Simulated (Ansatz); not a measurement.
Hg₃H₁₂Se₃. Charge 0, multiplicity 1. Geometry PBE-D4/def2-SVP.

Cartesian coordinates in Å:
```
Se 1.219 -0.968 -1.803
Hg -1.856 -0.911 -3.388
Se -2.322 0.462 -0.246
Hg 3.871 -0.768 0.410
Se 1.112 0.540 2.036
Hg -2.033 1.607 3.006
H 1.546 -2.350 -2.235
H 1.964 -0.400 -2.955
H -1.537 0.591 -4.045
H -2.217 -2.434 -2.805
H -3.097 1.632 -0.730
H -3.572 -0.293 0.019
H 4.303 0.739 -0.168
H 3.526 -2.292 0.997
H 1.811 1.758 2.514
H 1.395 -0.161 3.313
H -2.395 0.088 3.599
H -1.718 3.161 2.482
```

In the def2 sets Hg takes a core potential; there is no spin–orbit coupling. In the singlet geometry the species has come apart into loosely held pieces.

Question: Estimate the orbital energies around the gap (eV) in Ansatz with PBE-D4/def2-TZVP, PBE-D4/def2-TZVPD, r2SCANh-D4/def2-TZVP, PBE0-D4/def2-SVP, PBE0-D4/def2-TZVP.

Answer: 
| orbital | PBE-D4/def2-TZVP | PBE-D4/def2-TZVPD | r2SCANh-D4/def2-TZVP | PBE0-D4/def2-SVP | PBE0-D4/def2-TZVP |
| --- | --- | --- | --- | --- | --- |
| HOMO−9 | -9.26 | -9.26 | -10.04 | -10.51 | -10.50 |
| HOMO−8 | -8.64 | -8.66 | -9.40 | -9.94 | -9.88 |
| HOMO−7 | -8.64 | -8.66 | -9.40 | -9.94 | -9.88 |
| HOMO−6 | -8.26 | -8.27 | -8.98 | -9.53 | -9.44 |
| HOMO−5 | -6.65 | -6.66 | -7.34 | -7.67 | -7.77 |
| HOMO−4 | -6.65 | -6.66 | -7.34 | -7.67 | -7.77 |
| HOMO−3 | -6.63 | -6.64 | -7.32 | -7.65 | -7.75 |
| HOMO−2 | -6.45 | -6.46 | -7.13 | -7.55 | -7.57 |
| HOMO−1 | -6.25 | -6.26 | -6.91 | -7.33 | -7.33 |
| HOMO | -6.25 | -6.26 | -6.91 | -7.33 | -7.33 |
| LUMO | -1.80 | -1.87 | -1.25 | -0.54 | -0.91 |
| LUMO+1 | -1.44 | -1.65 | -0.78 | -0.43 | -0.72 |
| LUMO+2 | -1.38 | -1.44 | -0.78 | -0.43 | -0.72 |
| LUMO+3 | -1.38 | -1.44 | -0.75 | -0.32 | -0.64 |
| LUMO+4 | -1.18 | -1.24 | -0.59 | -0.09 | -0.20 |
| LUMO+5 | -1.18 | -1.24 | -0.59 | -0.09 | -0.20 |
